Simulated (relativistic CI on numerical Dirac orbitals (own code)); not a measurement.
**Transition arrays of Rh XIX**

Computed by Dirac-Coulomb-Breit CI, KLI orbitals optimised for each configuration, model QED (radiative potential, 1s self-energy scaled to tabulated hydrogen-like ionisation energies), valence Slater integrals scaled by 0.9, whole transition arrays (own radial code, finite nucleus).

Configurations in the expansion (outside the closed core [Ne] 3s2): 3p6 3d9, 3p6 3d8 4f, 3p5 3d10, 3p6 3d8 4p, 3p6 3d8 5f. Levels of other configurations are missing.

All E1 lines from the levels of 3p6 3d9; mean and standard deviation are weighted by gf, and upper levels are sorted by their leading configuration.

```csv
Upper configuration,Lines,Σgf,Mean (eV),Mean (nm),σ (eV),Strongest line (nm)
3p6 3d8 4f,81,46.8,488.93,2.536,4.12,2.527
3p5 3d10,3,2.1,194.80,6.365,10.30,6.603
3p6 3d8 4p,60,4.5,358.37,3.460,3.70,3.453
3p6 3d8 5f,81,23.2,601.25,2.062,4.52,2.052
```

Σgf per state of the lower configuration in bins of 0.05 nm over the central range (centre: value): 2.025: 0.11, 2.075: 2.14, 2.125: 0.07, 2.475: 0.07, 2.525: 4.11, 2.575: 0.37, 2.625: 0.13, 3.425: 0.13, 3.475: 0.25, 3.525: 0.06.

(1) How do configuration mixing and the scaling of the Slater integrals move the arrays?

Results:

(1) Slater scale 0.9, no configuration mixing: 3p6 3d8 4f 489.7 ± 4.2 eV (Σgf 51.6), 3p5 3d10 195.8 ± 10.4 eV (Σgf 2.3), 3p6 3d8 4p 358.4 ± 3.7 eV (Σgf 4.2), 3p6 3d8 5f 600.5 ± 4.5 eV (Σgf 17.2); Slater scale 1: 3p6 3d8 4f 490.2 ± 4.4 eV (Σgf 46.9), 3p5 3d10 194.6 ± 10.3 eV (Σgf 2.0), 3p6 3d8 4p 358.6 ± 4.0 eV (Σgf 4.6), 3p6 3d8 5f 601.9 ± 4.9 eV (Σgf 23.3); Slater scale 0.8: 3p6 3d8 4f 487.7 ± 3.8 eV (Σgf 46.7), 3p5 3d10 195.0 ± 10.3 eV (Σgf 2.1), 3p6 3d8 4p 358.2 ± 3.4 eV (Σgf 4.5), 3p6 3d8 5f 600.6 ± 4.2 eV (Σgf 23.2). With mixing, levels are counted to their leading configuration, so an array can shrink or vanish into another, and the sums then hold other lines.
